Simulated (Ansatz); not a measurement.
Job for Ansatz (a first-principles code): U-CCSD(T)/cc-pVTZ on BFGeH4 (SMILES F[BH][GeH3]), a point of a bond scan (R = 1.786 Å). The run froze 16 orbitals, filled d shells among them.

Ansatz 0.2 input:
```yaml
crystal:
  periodic: [false, false, false]
  atoms:
    - {symbol: B, position_ang: [0.46769721, -1.26888638, -0.23111118]}
    - {symbol: F, position_ang: [-0.73413346, -2.52578829, 0.17653856]}
    - {symbol: Ge, position_ang: [0.00616065, 0.74780905, 0.02847255]}
    - {symbol: H, position_ang: [0.13636752, 1.48871861, -1.31738345]}
    - {symbol: H, position_ang: [-1.41069293, 0.98372387, 0.57986645]}
    - {symbol: H, position_ang: [1.02005387, 1.39342996, 0.99409325]}
    - {symbol: H, position_ang: [1.52157430, -1.65200678, -0.64980621]}
basis:
  gaussian:
    orbitals: cc-pVTZ
correlation: {method: ccsd_t, electrons: outside_noble_gas}
scf: {omitted_lower_state_checks: [cluster_reference]}
magnetization: {spin_polarized: true, initial_magnetization: 0}
```

Program output:

```
WARN ansatz: RAYON_NUM_THREADS=1 ignored (pool sized by the plan → 1); use --threads N
Functional definition: HF
these checks for a lower state are left out or cut short: cluster_reference
integrals: 0.68 GiB planned
949 factors; integrals over basis functions are off by at most 1.1e-3 eV
mean field: 0.63 GiB planned
mean field evaluation 1: about -59912.2927 eV, gradient 2.4e1 eV
mean field evaluation 2: about -59912.2957 eV, gradient 2.4e1 eV
mean field evaluation 4: about -59915.2746 eV, gradient 2.2e0 eV
mean field evaluation 8: about -59915.3414 eV, gradient 6.8e-4 eV
mean field -59915.34136630 eV, -2201.8481831346 hartree, gradient 1.2e-6 eV, S^2 0.000000; 0 other end points of the search recorded, 0 dependent functions left out
16 core orbitals not correlated
reference -59915.34136630 eV, -2201.8481831346 hartree; 9, 9 occupied and 134, 134 virtual orbitals, 949 factors
second order -13.11829322 eV of doubles, -0.00000000 eV of singles
coupled cluster: 1.51 GiB planned
cycle   1  -13.43535217 eV  change   -3.2e-1 eV  update   1.1e-1
cycle   2  -13.83637842 eV  change   -4.0e-1 eV  update   4.2e-2
cycle   3  -13.99207044 eV  change   -1.6e-1 eV  update   2.5e-2
cycle   4  -13.98856260 eV  change    3.5e-3 eV  update   7.3e-3
cycle   5  -13.98343346 eV  change    5.1e-3 eV  update   4.1e-3
cycle   6  -13.98487291 eV  change   -1.4e-3 eV  update   1.6e-3
cycle   7  -13.98446302 eV  change    4.1e-4 eV  update   6.8e-4
cycle   8  -13.98437666 eV  change    8.6e-5 eV  update   2.4e-4
cycle   9  -13.98453851 eV  change   -1.6e-4 eV  update   1.0e-4
cycle  10  -13.98454827 eV  change   -9.8e-6 eV  update   3.7e-5
cycle  11  -13.98452256 eV  change    2.6e-5 eV  update   1.5e-5
cycle  12  -13.98453061 eV  change   -8.1e-6 eV  update   6.6e-6
perturbative correction -0.48218063 eV, -0.0177198113 hartree
Total energy: -59929.80807755 eV, -2202.3798249669 hartree
Checks for a lower state left out: cluster_reference
```

The calculation finished and met its thresholds.

Cost: roughly 30 core-seconds.
